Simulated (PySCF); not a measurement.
Al(F)(Me)(nPr), SMILES CC[CH2][Al]([CH3])[F] (C4H10AlF) at its GFN2-xTB optimised geometry (Å):

```
16

Al    -0.1689     1.7802     0.0000
F     -0.8998     3.2684     0.0000
C      1.8210     1.7802     0.0000
H      2.2577     0.8457     0.3566
H      2.2026     2.5882     0.6318
H      2.2268     1.9580    -1.0001
C     -1.3875     0.1928    -0.0119
C     -0.6223    -1.1359     0.0513
C     -1.5614    -2.3371     0.0017
H     -2.0177     0.1980    -0.9131
H     -2.0980     0.2393     0.8263
H      0.0816    -1.1932    -0.7832
H     -0.0340    -1.1760     0.9717
H     -2.2577    -2.3112     0.8379
H     -1.0008    -3.2684     0.0517
H     -2.1373    -2.3331    -0.9219
```

Method: PBE0/def2-TZVP (PySCF). Cells within 0.4 Å of a nucleus heavier than hydrogen are left out (blank, or x).

Map of the electron localisation function on the plane z = 0.0 Å:

```
|00000000000000000000000000000|
|00000000000000000000000000000|
|00000000000111000000000000000|
|00000000013454200000000000000|
|00000000136887410000100000000|
|00000000158xx8610013431000000|
|00000000158xx8610136752000000|
|00000000136887203557863000000|
|00000000003520108867752000000|
|0000000000000xx189xx552000000|
|0000000001440xx189xx652000000|
|00000000136940108878984100000|
|00000001346898215579997200000|
|0000000356xx87300269998200000|
|0000001356xx75100027996100000|
|00000001356995310000341000000|
|000000000158x1542000000000000|
|000000000146xx663000000000000|
|00000001247953642000000000000|
|0000001364x884221000000000000|
|0000001462xx62000000000000000|
|00000013542995000000000000000|
|00000001248999600000000000000|
|00000000149999920000000000000|
|00000000038999910000000000000|
|00000000017999400000000000000|
|00000000001442000000000000000|
|00000000000000000000000000000|
|00000000000000000000000000000|
```
Scale: ten equal steps from 0.000 (start of '0') to 0.999 (end of '9'), in the order '0123456789'; x runs from -5.50 to 5.50, y from -5.50 (bottom) to 5.50 (top).
